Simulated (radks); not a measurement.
The silicon ion Si4+, [Ne]. All-electron calculation, non-relativistic Kohn-Sham, exchange-only B88, spin-polarised, spherical densities, point nucleus. Program: a radial shooting solver on a logarithmic mesh with Libxc functionals. Every spin shell is full or empty, so the densities are truly spherical. Functionals are evaluated on that one density, not self-consistently. Rank these orbital-free kinetic functionals by their error against the exact value of the orbitals, and give that value: Thomas-Fermi, TF + vW, LC94, Perdew 92, Thakkar, PG1, DePristo-Kress, Ernzerhof.

Answer. Exact: 285.158 hartree. From best to worst, with 100 (|E| - |E exact|)/|E exact| (equal figures are ties): Thakkar +0.09, DePristo-Kress +0.21, LC94 +0.25, Perdew 92 -0.36, Ernzerhof +0.45, Thomas-Fermi -7.51, PG1 +27.07, TF + vW +56.70.
